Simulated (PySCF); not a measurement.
H3O2 (SMILES O[OH2+]), charge +1, singlet, geometry from GFN2-xTB. Base run: R2SCAN/STO-3G in PySCF.

Here is a job for PySCF.
```python
from pyscf import gto, scf, dft

mol = gto.M(
    atom='''
O     0.134649    0.561650   -0.320450
O    -0.156536   -0.648209    0.358802
H     1.083638    0.770808   -0.079737
H    -0.424834   -1.316946   -0.308668
H    -0.483706    1.238606    0.081590
''',
    basis='sto-3g',
    charge=1,
    spin=0,
    verbose=4,
    symmetry=True,
)

mf = dft.RKS(mol)
mf.xc = 'r2scan'
mf.kernel()
mf.analyze()
```

Each row names what was changed in the base input (with any setting that the change needs).

| change | ΔE vs base (mEh) | point group used | SCF cycles |
|---|---|---|---|
| base | 0.000 | Cs | 8 |
| symmetry = off | 0.000 | C1 | 8 |
| irrep_nelec = A':16 A":2 | 640.8 | Cs | 9 |
| irrep_nelec = A':12 A":6 | 1267.2 | Cs | 8 |
